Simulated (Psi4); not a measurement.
methylamine (CH5N), singlet, geometry from GFN2-xTB; MP2/def2-SVP run with Psi4.

Input for Psi4:
```
memory 2 GB

molecule mol {
0 1
  C     0.060157    0.700592   -0.001314
  N     0.039662   -0.751725    0.002997
  H    -0.934520    1.169431   -0.017954
  H    -0.463987   -1.092953    0.815181
  H    -0.439056   -1.098165   -0.821958
  H     0.586038    1.042914    0.889314
  H     0.612946    1.037289   -0.877677
}

set basis def2-svp
set reference rhf

energy('mp2')
print_variables()
```

The log (banner, timings and long lists left out):

```
    SCF Algorithm Type (re)set to DF.

   => Loading Basis Set <=

    Name: DEF2-SVP
    Role: ORBITAL
    Keyword: BASIS

         ---------------------------------------------------------
                                   SCF
               by Justin Turney, Rob Parrish, Andy Simmonett
                          and Daniel G. A. Smith
                              RHF Reference
         ---------------------------------------------------------

  ==> Geometry <==

    Molecular point group: c1
    Full point group: C1

    Geometry (in Angstrom), charge = 0, multiplicity = 1:

       Center              X                  Y                   Z               Mass
    ------------   -----------------  -----------------  -----------------  -----------------
         C            0.039742917334     0.734499323336    -0.001732873410    12.000000000000
         N            0.019247917334    -0.717817676664     0.002578126590    14.003074004430
         H           -0.954934082666     1.203338323336    -0.018372873410     1.007825032230
         H           -0.484401082666    -1.059045676664     0.814762126590     1.007825032230
         H           -0.459470082666    -1.064257676664    -0.822376873410     1.007825032230
         H            0.565623917334     1.076821323336     0.888895126590     1.007825032230
         H            0.592531917334     1.071196323336    -0.878095873410     1.007825032230

  Running in c1 symmetry.

  Rotational constants: A =      3.43790  B =      0.77279  C =      0.74068 [cm^-1]
  Rotational constants: A = 103065.64325  B =  23167.70202  C =  22204.91590 [MHz]
  Nuclear repulsion =   42.178413433487201

  Charge       = 0
  Multiplicity = 1
  Electrons    = 18
  Nalpha       = 9
  Nbeta        = 9

  ==> Algorithm <==

  SCF Algorithm Type is DF.
  DIIS enabled.
  MOM disabled.
  Fractional occupation disabled.
  Guess Type is SAD.
  Energy threshold   = 1.00e-08
  Density threshold  = 1.00e-08
  Integral threshold = 1.00e-12

  ==> Primary Basis <==

  Basis Set: DEF2-SVP
    Blend: DEF2-SVP
    Number of shells: 27
    Number of basis functions: 53
    Number of Cartesian functions: 55
    Spherical Harmonics?: true
    Max angular momentum: 2

   => Loading Basis Set <=

    Name: (DEF2-SVP AUX)
    Role: JKFIT
    Keyword: DF_BASIS_SCF

  ==> Integral Setup <==

  SCF_SUBTYPE=INCORE selected. In-core MEM_DF algorithm will be used.
  Using in-core AOs.

  ==> MemDFJK: Density-Fitted J/K Matrices <==

    J tasked:                   Yes
    K tasked:                   Yes
    wK tasked:                   No
    Algorithm:                 Core
    Schwarz Cutoff:           1E-12
    Mask sparsity (%):       0.0000
    Fitting Condition:        1E-10

   => Auxiliary Basis Set <=

  Basis Set: (DEF2-SVP AUX)
    Blend: DEF2-UNIVERSAL-JKFIT
    Number of shells: 80
    Number of basis functions: 242
    Number of Cartesian functions: 282
    Spherical Harmonics?: true
    Max angular momentum: 4

  Minimum eigenvalue in the overlap matrix is 7.6754877173E-03.
  Reciprocal condition number of the overlap matrix is 1.4036129626E-03.
    Using symmetric orthogonalization.

  ==> Pre-Iterations <==

  SCF Guess: Superposition of Atomic Densities via on-the-fly atomic UHF (no occupation information).

   -------------------------
    Irrep   Nso     Nmo
   -------------------------
     A         53      53
   -------------------------
    Total      53      53
   -------------------------

  ==> Iterations <==

                           Total Energy        Delta E     RMS |[F,P]|

   @DF-RHF iter SAD:   -94.60530287973022   -9.46053e+01   0.00000e+00
   @DF-RHF iter   1:   -95.06376113359372   -4.58458e-01   7.12556e-03 ADIIS/DIIS
   @DF-RHF iter   2:   -95.12972955605163   -6.59684e-02   3.41671e-03 ADIIS/DIIS
   @DF-RHF iter   3:   -95.14424328507960   -1.45137e-02   6.03272e-04 ADIIS/DIIS
   @DF-RHF iter   4:   -95.14510818099792   -8.64896e-04   1.23320e-04 ADIIS/DIIS
   @DF-RHF iter   5:   -95.14513775918469   -2.95782e-05   3.19302e-05 DIIS
   @DF-RHF iter   6:   -95.14513995948391   -2.20030e-06   6.71717e-06 DIIS
   @DF-RHF iter   7:   -95.14514013072694   -1.71243e-07   1.61467e-06 DIIS
   @DF-RHF iter   8:   -95.14514014491472   -1.41878e-08   4.17731e-07 DIIS
   @DF-RHF iter   9:   -95.14514014600412   -1.08940e-09   9.18145e-08 DIIS
   @DF-RHF iter  10:   -95.14514014604872   -4.45937e-11   1.84774e-08 DIIS
   @DF-RHF iter  11:   -95.14514014605018   -1.46372e-12   2.66362e-09 DIIS
  Energy and wave function converged.

  ==> Post-Iterations <==

    Orbital Energies [Eh]
    ---------------------

    Doubly Occupied:

       1A    -15.532099     2A    -11.244662     3A     -1.153443
       4A     -0.881190     5A     -0.660945     6A     -0.601203
       7A     -0.555367     8A     -0.516022     9A     -0.384190

    Virtual:

      10A      0.178781    11A      0.225659    12A      0.246900
      13A      0.270753    14A      0.292000    15A      0.398201
      16A      0.630397    17A      0.661033    18A      0.688700
      19A      0.798621    20A      0.870123    21A      0.880093
      22A      0.918890    23A      0.939280    24A      0.980667
      25A      1.046571    26A      1.097613    27A      1.114248
      28A      1.359048    29A      1.417406    30A      1.456909
      31A      1.679838    32A      1.796556    33A      1.811244
      34A      2.017727    35A      2.035113    36A      2.064725
      37A      2.072187    38A      2.140740    39A      2.227270
      40A      2.247178    41A      2.420695    42A      2.479984
      43A      2.590516    44A      2.697717    45A      2.784205
      46A      2.987191    47A      3.069233    48A      3.109743
      49A      3.241531    50A      3.380311    51A      3.385446
      52A      3.591353    53A      3.786635

    Final Occupation by Irrep:
              A
    DOCC [     9 ]
    NA   [     9 ]
    NB   [     9 ]

  @DF-RHF Final Energy:   -95.14514014605018

   => Energetics <=

    Nuclear Repulsion Energy =             42.1784134334872007
    One-Electron Energy =                -211.5888636760613792
    Two-Electron Energy =                  74.2653100965239901
    Total Energy =                        -95.1451401460501813

Computation Completed

Properties will be evaluated at   0.000000,   0.000000,   0.000000 [a0]

Properties computed using the SCF density matrix

 Multipole Moments:

 ------------------------------------------------------------------------------------
     Multipole            Electronic (a.u.)      Nuclear  (a.u.)        Total (a.u.)
 ------------------------------------------------------------------------------------

 L = 1.  Multiply by 2.5417464519 to convert [e a0] to [Debye]
 Dipole X            :          0.1512108           -0.6943921           -0.5431813
 Dipole Y            :         -0.9957311            1.1533468            0.1576157
 Dipole Z            :          0.0054724           -0.0142461           -0.0087737
 Magnitude           :                                                    0.5656550

 ------------------------------------------------------------------------------------

  //>>>>>>>>>>>>>>>>>>>>>>>>>>>>>>>>>>>//
  //               DFMP2               //
  //<<<<<<<<<<<<<<<<<<<<<<<<<<<<<<<<<<<//

   => Loading Basis Set <=

    Name: (DEF2-SVP AUX)
    Role: RIFIT
    Keyword: DF_BASIS_MP2

	 --------------------------------------------------------
	                          DF-MP2
	      2nd-Order Density-Fitted Moller-Plesset Theory

	        Rob Parrish, Justin Turney, Andy Simmonett,
	           Ed Hohenstein, and C. David Sherrill
	 --------------------------------------------------------

   => Auxiliary Basis Set <=

  Basis Set: (DEF2-SVP AUX)
    Blend: DEF2-SVP-RI
    Number of shells: 62
    Number of basis functions: 166
    Number of Cartesian functions: 185
    Spherical Harmonics?: true
    Max angular momentum: 3

	 --------------------------------------------------------
	                 NBF =    53, NAUX =   166
	 --------------------------------------------------------
	   CLASS    FOCC     OCC    AOCC    AVIR     VIR    FVIR
	   PAIRS       0       9       9      44      44       0
	 --------------------------------------------------------

	-----------------------------------------------------------
	 ==================> DF-MP2 Energies <====================
	-----------------------------------------------------------
	 Reference Energy          =     -95.1451401460501813 [Eh]
	 Singles Energy            =      -0.0000000000000000 [Eh]
	 Same-Spin Energy          =      -0.0741256157147925 [Eh]
	 Opposite-Spin Energy      =      -0.2564441706836249 [Eh]
	 Correlation Energy        =      -0.3305697863984174 [Eh]
	 Total Energy              =     -95.4757099324485949 [Eh]
	-----------------------------------------------------------
	 ================> DF-SCS-MP2 Energies <==================
	-----------------------------------------------------------
	 SCS Same-Spin Scale       =       0.3333333333333333 [-]
	 SCS Opposite-Spin Scale   =       1.2000000000000000 [-]
	 SCS Same-Spin Energy      =      -0.0247085385715975 [Eh]
	 SCS Opposite-Spin Energy  =      -0.3077330048203499 [Eh]
	 SCS Correlation Energy    =      -0.3324415433919474 [Eh]
	 SCS Total Energy          =     -95.4775816894421325 [Eh]
	-----------------------------------------------------------

  Variable Map:
  ----------------------------------------------------------------------------
  "CURRENT CORRELATION ENERGY"           =>      -0.330569786398
  "CURRENT ENERGY"                       =>     -95.475709932449
  "CURRENT REFERENCE ENERGY"             =>     -95.145140146050
  "CUSTOM SCS-MP2 CORRELATION ENERGY"    =>      -0.332441543392
  "CUSTOM SCS-MP2 TOTAL ENERGY"          =>     -95.477581689442
  "DD SOLVATION ENERGY"                  =>       0.000000000000
  "HF KINETIC ENERGY"                    =>      94.660940093335
  "HF POTENTIAL ENERGY"                  =>    -189.806080239385
  "HF TOTAL ENERGY"                      =>     -95.145140146050
  "HF VIRIAL RATIO"                      =>       2.005115098712
  "MP2 CORRELATION ENERGY"               =>      -0.330569786398
  "MP2 DOUBLES ENERGY"                   =>      -0.330569786398
  "MP2 OPPOSITE-SPIN CORRELATION ENERGY" =>      -0.256444170684
  "MP2 SAME-SPIN CORRELATION ENERGY"     =>      -0.074125615715
  "MP2 SINGLES ENERGY"                   =>      -0.000000000000
  "MP2 TOTAL ENERGY"                     =>     -95.475709932449
  "NUCLEAR REPULSION ENERGY"             =>      42.178413433487
  "ONE-ELECTRON ENERGY"                  =>    -211.588863676061
  "PCM POLARIZATION ENERGY"              =>       0.000000000000
  "PE ENERGY"                            =>       0.000000000000
  "SCF ITERATION ENERGY"                 =>     -95.145140146050
  "SCF ITERATIONS"                       =>      11.000000000000
  "SCF TOTAL ENERGY"                     =>     -95.145140146050
  "SCS-MP2 CORRELATION ENERGY"           =>      -0.332441543392
  "SCS-MP2 TOTAL ENERGY"                 =>     -95.477581689442
  "TWO-ELECTRON ENERGY"                  =>      74.265310096524

  Array Variable Map:
  ----------------------------------------------------------------------------
  "CURRENT DIPOLE"                       =>      -0.543181304469 ... -0.008773684812 1 by 3
  "SCF DIPOLE"                           =>      -0.543181304469 ... -0.008773684812 1 by 3
  "SCF TOTAL ENERGIES"                   =>     -94.605302879730 ... -95.145140146050 1 by 12
```
